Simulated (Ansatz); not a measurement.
Geometry optimisation, RKS PBE/def2-SVP in Ansatz.

The input (input.yaml):

```yaml
crystal:
  periodic: [false, false, false]
  atoms:
    - { symbol: Sn, position_ang: [-0.079911, 0.091685, -0.055279] }
    - { symbol: H, position_ang: [0.153114, -0.055716, 1.655836] }
    - { symbol: Cl, position_ang: [1.868945, 0.529663, -1.308672] }
    - { symbol: O, position_ang: [-1.351176, 1.605904, -0.317084] }
    - { symbol: H, position_ang: [-1.55281, 1.722751, -1.269834] }
    - { symbol: Cl, position_ang: [-1.11203, -1.845963, -0.962739] }
    - { symbol: S, position_ang: [1.63813, -2.632978, 1.645284] }
    - { symbol: H, position_ang: [0.532812, -3.109679, 1.005308] }
    - { symbol: H, position_ang: [0.878526, -1.662166, 2.27638] }
basis:
  gaussian: { orbitals: def2-SVP }
hamiltonian:
  xc: pbe
relax:
  f_tol: 0.03
  max_steps: 50
output:
  orbitals: {}
```

Launched with:

```bash
$ ansatz run input.yaml --threads 2 --pin off --max-ram 3072MiB --backend cpu --events-out ev --progress --plain --runs-dir out
```

Where does it end, and by what steps?

The run converged. The force dipped under the threshold on the way, but the program's further checks kept it going. After 41 steps the energy has fallen by 0.222 eV; H8 moved furthest, 1.76 Å.

| step | energy less start (eV) | largest force component (eV/Å) | accepted |
| --- | --- | --- | --- |
| 0 | 0.0000 | 0.543 | yes |
| 2 | -0.0828 | 0.208 | yes |
| 4 | -0.1199 | 0.422 | yes |
| 6 | -0.1425 | 0.123 | yes |
| 8 | -0.1507 | 0.340 | yes |
| 10 | -0.1594 | 0.157 | yes |
| 12 | -0.1677 | 0.270 | yes |
| 14 | -0.1711 | 0.169 | yes |
| 16 | -0.1760 | 0.120 | yes |
| 18 | -0.1781 | 0.042 | yes |
| 20 | -0.1804 | 0.071 | yes |
| 22 | -0.1826 | 0.064 | yes |
| 24 | -0.1818 | 0.078 | no |
| 26 | -0.1850 | 0.127 | yes |
| 28 | -0.1874 | 0.222 | yes |
| 30 | -0.1906 | 0.434 | yes |
| 32 | -0.2050 | 0.401 | yes |
| 34 | -0.2173 | 0.045 | yes |
| 36 | -0.2205 | 0.015 | yes |
| 38 | -0.2213 | 0.048 | yes |
| 40 | -0.2217 | 0.006 | yes |
| 41 | -0.2218 | 0.010 | yes |

```xyz
9
Properties=species:S:1:pos:R:3
Sn -0.244 0.216 0.213
H 0.149 0.812 1.766
Cl 1.572 -0.315 -1.230
O -1.203 1.728 -0.668
H -1.471 1.486 -1.577
Cl -1.741 -1.631 0.113
S 1.460 -2.336 1.926
H 2.077 -2.329 0.710
H 0.377 -2.987 1.416
```

Whether the end is a true minimum wasn't checked by a vibrational analysis.

Time of the run: 81 s on 2 threads of Intel(R) Xeon(R) 6975P-C (Granite Rapids), with other jobs on the host, peak memory 0.18 GiB.
